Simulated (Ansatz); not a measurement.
`B/C(Br)=C\F` + H₂ → `BC(=C)Br` + H–F at 400 K and 1 bar (hydrogenolysis of a C–F bond).

Isolated molecules relaxed with PBE0-D4/def2-TZVP in Ansatz; ΔE leaves out vibrations. CBS: MP2 limit from def2 TZ/QZ plus the TZ coupled-cluster correction, frozen cores. This one scheme is used for every species. For Br outer-core shells are correlated without core-valence functions, which leaves a few kJ/mol of doubt a bond. Scalar relativity is left out up to krypton.

| species | CCSD(T)/CBS energy (Eh) | H − E (kJ/mol) | S (J/(mol·K)) |
| --- | --- | --- | --- |
| `B/C(Br)=C\F` | -2775.76084 | 148.9 | 354.5 |
| H₂ | -1.17544 | 38.0 | 139.0 |
| `BC(=C)Br` | -2676.58084 | 164.7 | 334.1 |
| H–F | -100.39570 | 36.5 | 182.2 |

H − E and S are ideal-gas, rigid-rotor, harmonic terms from PBE0-D4/def2-TZVP. For small species the MP2-based limit differs from directly extrapolated CCSD(T) by up to some mEh (0.8 for H₂); such offsets cancel only in part. 1 Eh = 2625.50 kJ/mol, R = 8.31446 J/(mol·K).

Task: By hand: ΔE, ΔH, ΔS and ΔG.

Result: ΔE = (-2676.58084) + (-100.39570) − (-2775.76084) − (-1.17544) = -0.04026 Eh = -105.7 kJ/mol. Δ(H − E) = 164.7 + 36.5 − 148.9 − 38.0 = 14.3, so ΔH = -91.4 kJ/mol. ΔS = 334.1 + 182.2 − 354.5 − 139.0 = 22.8 J/(mol·K). ΔG = -91.4 − 400 × (22.8)/1000 = -100.5 kJ/mol.

Task: By hand: the equilibrium constant, and the temperature at which ΔG would vanish if ΔH and ΔS stayed fixed.

Result: log₁₀ K = −ΔG/(RT ln 10) = 13.1. ΔH and −TΔS have one sign here, so there is no such temperature.

ΔH outweighs TΔS. A doubt of 5 kJ/mol in ΔE shifts log₁₀ K by 0.7 here. These are equilibria of isolated gas molecules and say nothing of rates. Largest T1 diagnostic: 0.011 (customary marks: 0.02 for closed shells, 0.045 for open ones).
